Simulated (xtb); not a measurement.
H₁₂O₆Zn, charge +2, singlet, geometry from GFN2-xTB (such geometries of metal compounds can be far from the true shape); GFN1-xTB run with xtb.

The xtb input:
```
$ xtb mol.xyz --gfn 1 --chrg 2 --hess --json

# file mol.xyz
19

Zn    -0.00000000    -0.00000000     0.00000000
O     -0.68794774     1.64064429    -0.92214038
H     -1.49271480     1.70775651    -1.44990447
H     -0.27738361     2.51364239    -0.92277461
O      1.57056726     1.04144287     0.68120766
H      1.61931982     1.52897791     1.51224423
H      2.42176999     1.15066801     0.24051186
O      1.03700290    -0.48888826    -1.64345426
H      1.60028365    -1.26373687    -1.75753068
H      1.06793819     0.00582109    -2.47109831
O     -1.03700290     0.48888826     1.64345426
H     -1.60028365     1.26373687     1.75753068
H     -1.06793819    -0.00582109     2.47109831
O     -1.57056726    -1.04144287    -0.68120766
H     -1.61931982    -1.52897791    -1.51224423
H     -2.42176999    -1.15066801    -0.24051186
O      0.68794774    -1.64064429     0.92214038
H      0.27738361    -2.51364239     0.92277461
H      1.49271480    -1.70775651     1.44990447
```

Problem. Predict the main parts of the log of this xtb run.

Solution. 
```
   ID    Z sym.   atoms
    1   30 Zn     1
    2    8 O      2, 5, 8, 11, 14, 17
    3    1 H      3, 4, 6, 7, 9, 10, 12, 13, 15, 16, 18, 19

           -------------------------------------------------
          |                Calculation Setup                |
           -------------------------------------------------

molecular fragmentation (1/2 indicates fragments):
1111111111111111222
# atoms in fragment 1/2:    16     3
 fragment masses (1/2) :      155.45       18.02
CMA distance (Bohr)    :   4.361
constraining FC (au)   :  0.0500

           -------------------------------------------------
          |                 G F N 1 - x T B                 |
           -------------------------------------------------

          ...................................................
          :                      SETUP                      :
          :.................................................:
          :  # basis functions                  52          :
          :  # atomic orbitals                  52          :
          :  # shells                           38          :
          :  # electrons                        48          :
          :  # halogen bonds                     0          :
          :  max. iterations                   250          :
          :  Hamiltonian                  GFN1-xTB          :
          :  restarted?                      false          :
          :  GBSA solvation                  false          :
          :  PC potential                    false          :
          :  electronic temp.          300.0000000     K    :
          :  accuracy                    1.0000000          :
          :  -> integral cutoff          0.2500000E+02      :
          :  -> integral neglect         0.1000000E-07      :
          :  -> SCF convergence          0.1000000E-05 Eh   :
          :  -> wf. convergence          0.2000000E-04 e    :
          :  Broyden damping             0.4000000          :
          :  net charge                          2          :
          :  unpaired electrons                  0          :
          ...................................................

 iter      E             dE          RMSdq      gap      omega  full diag
   1    -34.7235437 -0.347235E+02  0.482E+00    8.82       0.0  T
   2    -34.7319189 -0.837522E-02  0.277E+00    8.70       1.0  T
   3    -34.7322950 -0.376103E-03  0.233E-01    8.50       1.0  T
[...]
         :: total energy             -34.522180433294 Eh    ::
[...]
      18    277.13    -0.46253 ( 99.89%)    -0.54919 (  0.11%)    -0.46262
      19    277.15    -0.46249 ( 99.89%)    -0.54917 (  0.11%)    -0.46259
      20    294.50    -0.43171 ( 99.92%)    -0.53119 (  0.08%)    -0.43180
   ------------------------------------------------------------------------

   temp. (K)  partition function   enthalpy   heat capacity  entropy
                                   cal/mol     cal/K/mol   cal/K/mol   J/K/mol
 298.15  VIB  0.217E+07            10179.981     56.535     62.883
         ROT  0.357E+05              888.752      2.981     23.811
         INT  0.773E+11            11068.733     59.516     86.694
         TR   0.221E+28             1481.254      4.968     41.341
         TOT                       12549.9869    64.4838   128.0347   535.6970

       T/K    H(0)-H(T)+PV         H(T)/Eh          T*S/Eh         G(T)/Eh
   ------------------------------------------------------------------------
    298.15    0.199997E-01    0.157677E+00    0.608334E-01    0.968431E-01
   ------------------------------------------------------------------------

         :::::::::::::::::::::::::::::::::::::::::::::::::::::
         ::                  THERMODYNAMIC                  ::
         :::::::::::::::::::::::::::::::::::::::::::::::::::::
         :: total free energy         -34.425337301594 Eh   ::
         ::.................................................::
         :: total energy              -34.522180433294 Eh   ::
         :: zero point energy           0.137676853844 Eh   ::
         :: G(RRHO) w/o ZPVE           -0.040833722143 Eh   ::
         :: G(RRHO) contrib.            0.096843131701 Eh   ::
         :::::::::::::::::::::::::::::::::::::::::::::::::::::

           -------------------------------------------------
          | TOTAL ENERGY              -34.522180433294 Eh   |
          | TOTAL ENTHALPY            -34.364503902257 Eh   |
          | TOTAL FREE ENERGY         -34.425337301594 Eh   |
          | GRADIENT NORM               0.022738306408 Eh/α |
          | HOMO-LUMO GAP               8.581638086775 eV   |
           -------------------------------------------------
########################################################################
[WARNING] Runtime exception occurred
-1- hessian_numhess: Hessian on incompletely optimized geometry!
########################################################################

normal termination of xtb
```
